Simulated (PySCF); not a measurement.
## Highest orbital energy against ionisation energy along the halogens

Calculated with PySCF 2.14, no spin-orbit coupling. Each cell gives −ε(HOMO) / ΔSCF in eV; NIST values include spin-orbit coupling, (s) semi-empirical, (t) theoretical.

| species | UHF | LDA | PBE | PBE0 | r2SCAN | NIST (lowest levels) |
| --- | --- | --- | --- | --- | --- | --- |
| F⁺ (aug-cc-pVQZ-DK, spin-free X2C) | 35.646 / 33.381 | 26.174 / 35.267 | 26.449 / 35.415 | 29.028 / 35.244 | 27.042 / 35.103 | 34.971 |
| Cl⁺ (aug-cc-pVQZ-DK, spin-free X2C) | 23.639 / 22.579 | 18.333 / 23.968 | 18.356 / 23.833 | 19.938 / 23.828 | 18.703 / 23.792 | 23.814 |
| Br⁺ (aug-cc-pVQZ-DK, spin-free X2C) | 21.097 / 20.239 | 16.618 / 21.656 | 16.503 / 21.369 | 17.909 / 21.381 | 16.881 / 21.446 | 21.591 |
| I⁺ (aug-cc-pVQZ-DK3, spin-free X2C) | 18.384 / 17.672 | 14.713 / 19.045 | 14.549 / 18.726 | 15.758 / 18.743 | 14.844 / 18.749 | 19.131 |

How far is −ε(HOMO) from ΔSCF on average for each method, and why?

UHF 1.22 eV; LDA -6.02 eV; PBE -5.87 eV; PBE0 -4.14 eV; r2SCAN -5.41 eV. Hartree-Fock orbital energies lack relaxation and so exceed the ΔSCF value; semilocal functionals have convex E(N) from self-interaction, so their HOMO lies far too high; exact exchange moves hybrids part of the way back.
